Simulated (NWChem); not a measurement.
BeHSeCl; SMILES [SeH][Be][Cl]

```xyz
4

Be    -0.0061    -0.6298     0.0000
Cl    -0.0995    -2.4430     0.0000
Se     0.1355     1.3917     0.0000
H     -1.3345     1.4957     0.0000
```
Atoms are numbered in this order, from 1.

All runs use the structure optimised with PBE0/def2-SVP.

Spin-orbit effects, on the heavy nuclei and on their neighbours, are missing.

Question: Give the principal values of the shielding tensors (ppm) of Be1, Cl2, Se3 from PBE/pcSseg-1, GIAO (NWChem), with their diamagnetic and paramagnetic parts as GIAO splits them.

Answer: 
| atom | σ11 | σ22 | σ33 | isotropic | diamagnetic | paramagnetic |
|---|---|---|---|---|---|---|
| Be1 | 45.5 | 49.3 | 160.7 | 85.2 | 145.8 | -60.6 |
| Cl2 | 705.5 | 792.2 | 1121.9 | 873.2 | 1148.6 | -275.4 |
| Se3 | 2092.8 | 2195.0 | 2431.6 | 2239.8 | 3000.8 | -761.0 |
